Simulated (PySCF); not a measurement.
Numbering as in the mapped SMILES `[C:1]=[C:2]=[C:3]=[C:4]=[C:5]=[C:6]=[C:7]=[C:8]=[C:9]`.

One computed conformer, no relativistic terms, rapidly exchanging positions averaged, isolated molecule. PBE0-D3(BJ)/def2-SVP structure; CAM-B3LYP/pcSseg-2 with gauge-including orbitals; PySCF 2.14.0 with density-fitted response routines.

Chemical shifts δ = σref − σ; ¹³C (σ = 182.55 ppm) against TMS, all at this level.

```json
{"atoms": "C5", "nucleus": "¹³C", "count": "1", "δ (ppm)": "102.5"}
{"atoms": "C1/C9", "nucleus": "¹³C", "count": "2", "δ (ppm)": "390.5"}
{"atoms": "C4/C6", "nucleus": "¹³C", "count": "2", "δ (ppm)": "?"}
{"atoms": "C3/C7", "nucleus": "¹³C", "count": "2", "δ (ppm)": "82.2"}
{"atoms": "C2/C8", "nucleus": "¹³C", "count": "2", "δ (ppm)": "?"}
```

Question: Complete the table.

Answer: 
- C2/C8: 102.5 ppm, central carbon of an allene
- C4/C6: 47.3 ppm, central carbon of an allene

Shifts are as computed, not scaled to solution data. Of 1211 compounds with measured shifts, 218 miss one by over three times the rms of a fit or turn the order of signals round; such compounds aren't used in these exercises.
